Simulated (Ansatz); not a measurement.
`N[SiH]([SiH3])S` → `N[SiH3]` + `[SiH]S` at 298.15 K and 1 bar (silylene formation by 1,1-elimination).

Isolated molecules relaxed with PBE0-D4/def2-TZVP in Ansatz; ΔE leaves out vibrations. CBS: MP2 limit from def2 TZ/QZ plus the TZ coupled-cluster correction, frozen cores. This one scheme is used for every species. Each species was taken in one conformer, which may not be the lowest.

| species | CCSD(T)/CBS energy (Eh) | H − E (kJ/mol) | S (J/(mol·K)) |
| --- | --- | --- | --- |
| `N[SiH]([SiH3])S` | -1034.89919 | 207.0 | 375.0 |
| `N[SiH3]` | -346.80422 | 145.7 | 264.3 |
| `[SiH]S` | -688.02937 | 55.9 | 256.4 |

H − E and S are ideal-gas, rigid-rotor, harmonic terms from PBE0-D4/def2-TZVP, for one conformer and one mirror image of each species. 1 Eh = 2625.50 kJ/mol, R = 8.31446 J/(mol·K).

Question: By hand: ΔE, ΔH, ΔS and ΔG.

Answer: ΔE = (-346.80422) + (-688.02937) − (-1034.89919) = 0.06560 Eh = 172.2 kJ/mol. Δ(H − E) = 145.7 + 55.9 − 207.0 = -5.4, so ΔH = 166.8 kJ/mol. ΔS = 264.3 + 256.4 − 375.0 = 145.7 J/(mol·K). ΔG = 166.8 − 298.15 × (145.7)/1000 = 123.4 kJ/mol.

Question: By hand: the equilibrium constant, and the temperature at which ΔG would vanish if ΔH and ΔS stayed fixed.

Answer: log₁₀ K = −ΔG/(RT ln 10) = -21.6. ΔG = 0 at ΔH/ΔS = 1145 K.

The number of gas molecules changes by +1, which sets the sign of ΔS. A doubt of 5 kJ/mol in ΔE shifts log₁₀ K by 0.9 here. Other conformers and mirror images would add mixing entropy, several J/(mol·K) or more a flexible species. These are equilibria of isolated gas molecules and say nothing of rates. Largest T1 diagnostic: 0.016 (customary marks: 0.02 for closed shells, 0.045 for open ones).
